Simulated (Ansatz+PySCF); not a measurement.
**quintet VH: levels of theory in one basis**

```xyz
2

V     0.0000    0.0000    0.0000
H     0.0000    0.0000    1.7992
```

Basis set: def2-SVP (spherical functions). Frozen core: 5 orbitals. Correlation on ROHF uses semicanonical orbitals with singles. Charge 0, multiplicity 5.

Computed with Ansatz (development build ahead of 0.2.0); each method stands on the lowest determinant of its kind that the runs found.

| method | E − E(ROHF) (eV) | <S²> of the determinant |
| --- | --- | --- |
| ROHF | 0.00 | 6.00 |
| UHF | -0.11 | 6.01 |
| ROHF-MP2 | -5.34 | – |
| UHF-MP2 | -5.33 | 6.01 |

**Question.** Is a single determinant a sound starting point here?

**Answer.** By this sign, yes. Unrestricted orbitals gain 0.11 eV and <S²> is 6.01 against 6.00 for a pure state.
